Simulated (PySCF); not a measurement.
C3H7BF2, SMILES FB(C(C)C)F, PBE0/def2-SVP optimised geometry.

```
13

B      0.75     1.14     0.00
F      2.07     1.14     0.00
F      0.17     2.33     0.00
C     -0.09    -0.19    -0.05
C     -1.46    -0.04     0.61
C      0.69    -1.40     0.46
H     -0.26    -0.33    -1.13
H     -2.07    -0.94     0.46
H     -1.37     0.11     1.70
H     -2.02     0.82     0.21
H      1.66    -1.51    -0.05
H      0.12    -2.33     0.32
H      0.90    -1.31     1.54
```

Density from PBE0/def2-TZVP run with PySCF at that geometry.

Minimum of the electron density along straight lines between bonded atoms, close to the bond critical point (lines longer than 1.1 times the sum of covalent radii, or with two minima, are not listed):

| bond | length / Å | ρ at the minimum / e bohr⁻³ | ∇²ρ there / e bohr⁻⁵ | position (fraction from the first atom) |
|---|---|---|---|---|
| B1–F2 | 1.323 | 0.205 | 1.26 | 0.34 |
| B1–F3 | 1.324 | 0.205 | 1.26 | 0.34 |
| B1–C4 | 1.567 | 0.200 | (withheld) | 0.33 |
| C4–C5 | 1.529 | 0.242 | -0.59 | 0.50 |
| C4–C6 | 1.528 | 0.242 | -0.59 | 0.50 |
| C4–H7 | 1.112 | 0.262 | (withheld) | 0.64 |
| C5–H8 | 1.102 | 0.272 | -0.91 | 0.64 |
| C5–H9 | 1.102 | 0.271 | -0.90 | 0.64 |
| C5–H10 | 1.100 | 0.273 | -0.92 | 0.64 |
| C6–H11 | 1.100 | 0.273 | -0.92 | 0.64 |
| C6–H12 | 1.102 | 0.272 | -0.91 | 0.64 |
| C6–H13 | 1.102 | 0.271 | -0.90 | 0.64 |

**Question.** Fill in the missing entries.

**Answer.** 
- B1–C4, ∇²ρ there / e bohr⁻⁵: -0.44
- C4–H7, ∇²ρ there / e bohr⁻⁵: -0.84
